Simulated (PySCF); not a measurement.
**How methods differ on the excitation energy of F**

F [He] 2s2 2p5 (2P) → F [He] 2s1 2p6 (2S), as a difference of total energies. Computed with PySCF 2.14 in aug-cc-pVTZ-DK (5s4p3d2f, 46 functions), with scalar relativity by spin-free X2C-1e. Correlated levels: valence: 1s2 frozen. The calculations carry no spin-orbit coupling.

```tsv
method	excitation energy (eV)
UHF	23.987
LDA	18.364
PBE	19.024
PBE0	20.281
r2SCAN	20.744
B2PLYP	20.881
M06-L	20.855
B3LYP	19.847
CAM-B3LYP	19.938
ROHF	24.072
MP2 (valence)	21.986
SCS-MP2 (valence)	21.872
```

**Question.** How much does correlation contribute at MP2 (valence)?

**Answer.** 21.986 − (23.987) = -2.001 eV, measured against UHF.

A first-order spin-orbit estimate (lowest level to lowest level, LS coupling) adds 0.017 eV.

The upper state lies above the first ionisation limit, where it may autoionise and the basis confines it.
